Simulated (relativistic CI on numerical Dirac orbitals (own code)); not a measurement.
# Forbidden lines of Ga¹⁵⁺

Computed by Dirac-Coulomb-Breit CI, KLI orbitals optimised for each configuration, model QED (radiative potential, 1s self-energy scaled to tabulated hydrogen-like ionisation energies), unscaled Slater integrals (own radial code, finite nucleus).

CI space (outside the closed core [Ne]): 3s2 3p4, 3s 3p5, 3s2 3p3 3d, 3p6, 3s 3p4 3d, 3p5 3d, 3s 3p3 3d2, 3s2 3p3 4s, 3s2 3p2 3d 4p, 3p5 4s, 3s2 3p3 4p, 3p5 4p, 3s 3p3 3d 4s, 3s2 3p2 3d2, 3s2 3p 3d3, 3s 3p2 3d3, 3s2 3p 3d2 4s, 3s2 3p 3d2 4p, 3p4 3d2, 3p3 3d3, 3p3 3d2 4s, 3p3 3d2 4p. Double excitations out of closed p, d and f shells are left out; levels of such configurations are missing from the list, as are those of other unlisted configurations, and high levels can miss mixing partners.

```
λ vac (nm)                  Lower                  Upper  Type   A (s⁻¹)  E lower (cm⁻¹)  E upper (cm⁻¹)
    17.303       3s2 3p4 1D_2 [4]  3s2 3p3 3d 1G°_4 [25]    M2  4.03e+01           67555          645501
    18.317       3s2 3p4 3P_2 [1]  3s2 3p3 3d 5D°_4 [14]    M2  1.10e+02               0          545931
    18.421       3s2 3p4 1D_2 [4]  3s2 3p3 3d 3F°_4 [21]    M2  1.53e+02           67555          610402
    33.979       3s 3p5 3P°_2 [6]  3s2 3p3 3d 3F°_4 [33]    E2  2.60e+02          403460          697755
    48.323       3s 3p5 3P°_2 [6]  3s2 3p3 3d 3F°_4 [21]    E2  5.90e+01          403460          610402
    64.212  3s2 3p3 3d 5D°_3 [13]  3s2 3p3 3d 3F°_4 [33]    M1  2.65e+02          542020          697755
    65.865  3s2 3p3 3d 5D°_4 [14]  3s2 3p3 3d 3F°_4 [33]    M1  1.69e+03          545931          697755
    88.293  3s2 3p3 3d 3D°_3 [16]  3s2 3p3 3d 3F°_4 [33]    M1  5.46e+02          584496          697755
    96.636  3s2 3p3 3d 5D°_3 [13]  3s2 3p3 3d 1G°_4 [25]    M1  1.07e+02          542020          645501
    100.43  3s2 3p3 3d 5D°_4 [14]  3s2 3p3 3d 1G°_4 [25]    M1  3.31e+02          545931          645501
    100.82       3s2 3p4 3P_1 [3]       3s2 3p4 1S_0 [5]    M1  9.26e+03           34508          133699
    104.89  3s2 3p3 3d 5D°_4 [14]  3s2 3p3 3d 3G°_5 [24]    M1  6.50e+01          545931          641265
    114.41  3s2 3p3 3d 5D°_4 [14]  3s2 3p3 3d 3G°_4 [23]    M1  3.20e+02          545931          633336
    114.48  3s2 3p3 3d 3F°_4 [21]  3s2 3p3 3d 3F°_4 [33]    M1  6.20e+02          610402          697755
    148.03       3s2 3p4 3P_2 [1]       3s2 3p4 1D_2 [4]    M1  1.07e+03               0           67555
    155.11  3s2 3p3 3d 5D°_4 [14]  3s2 3p3 3d 3F°_4 [21]    M1  3.75e+02          545931          610402
    155.23  3s2 3p3 3d 3G°_4 [23]  3s2 3p3 3d 3F°_4 [33]    M1  6.44e+02          633336          697755
    177.02  3s2 3p3 3d 3G°_5 [24]  3s2 3p3 3d 3F°_4 [33]    M1  4.73e+02          641265          697755
    191.37  3s2 3p3 3d 1G°_4 [25]  3s2 3p3 3d 3F°_4 [33]    M1  4.00e+02          645501          697755
    289.79       3s2 3p4 3P_2 [1]       3s2 3p4 3P_1 [3]    M1  8.35e+02               0           34508
```

Terms are leading LS components. Brackets give the number of a level in order of energy, since labels repeat. The list gives strong lines, with weight on those to low levels, among the lowest 200 of 3392 levels, so that lines to higher ones, which can be the strongest, are missing. Levels whose partners in the same complex of configurations lie outside the list can be far off, and so can their lines. Rates are taken at the computed energies, electric ones in the length gauge.

At this charge energies of transitions that change n are usually good to better than 1 %, and those within a shell (Δn = 0) to a few per cent.

LS names give the leading component of a level, which can be under half, so a name can repeat, a term be missing and a line seem to break the LS rules.
